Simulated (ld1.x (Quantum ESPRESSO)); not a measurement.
Transferability test, RRKJ potential for Tb (Z = 65)

ld1.x (Quantum ESPRESSO) 7.5 input, shortened:

```
&input
   title='Tb', zed=65., rel=1, dft='PBE', iswitch=3,
   config='[Xe] 4f8 5d1 5f-2 6s0 6p0'
 /
 &inputp
   pseudotype=2, tm=.false., lloc=0,
   nlcc=.true.
 /
4
5P  2  1   6.00   0.00  2.20  2.20  0.0
5D  3  2   1.00   0.00  2.45  2.45  0.0
5F  4  3  -2.00   0.20  2.45  2.45  0.0
5S  1  0   2.00   0.00  2.30  2.30  0.0
 &test
   configts(1)='5s2 5p6 5d1 6s0 6p0'
 /
```

Energies are relative to the spin-unpolarised reference configuration 5s2 5p6 5d1 6s0 6p0; without spin polarisation the order of configurations can differ from experiment. Not all tests gave a result: 1 of 7 tests not solved or not reliable. Left out of the table: 5s2 5p6 5d1 6s2 6p0 (solver errors, printed error -977 eV).

| valence configuration | charge | ΔE all-electron (eV) | error AE − PS (meV) |
| --- | --- | --- | --- |
| 5s2 5p6 5d0 6s0 6p0 | +3 | 19.881 | -62 |
| 5s2 5p5 5d1 6s2 6p0 | +1 | 13.976 | +5294 |
| 5s2 5p6 5d1.5 6s1.5 6p0 | 0 | -18.077 | +2245 |
| 5s2 5p6 5d2 6s1 6p0 | 0 | -17.069 | +1444 |
| 5s2 5p6 5d1 6s1 6p1 | 0 | -16.065 | +1686 |

Task: What are ΔE and the potential's error for 5s2 5p6 5d1 6s1 6p0?

Result: ΔE = -12.265 eV all-electron; the error (AE − PS) is +2063 meV.

Levels in the configuration 5s2 5p6 5d1.5 6s1.5 6p0:

| level | all-electron (eV) | pseudo (eV) |
| --- | --- | --- |
| 5s | -50.515 | -48.767 |
| 5p | -27.186 | -25.768 |
| 5d | -2.012 | -1.301 |
| 6s | -3.959 | -4.899 |

These tests converged, but a pseudo level misses the all-electron one widely, so the file describes the atom poorly there or has found another state: 5s2 5p6 5d0 6s0 6p0: empty 6s by 4.0 eV; 5s2 5p6 5d2 6s1 6p0: 6s by 1.1 eV; 5s2 5p6 5d1 6s1 6p1: 6s by 1.4 eV.
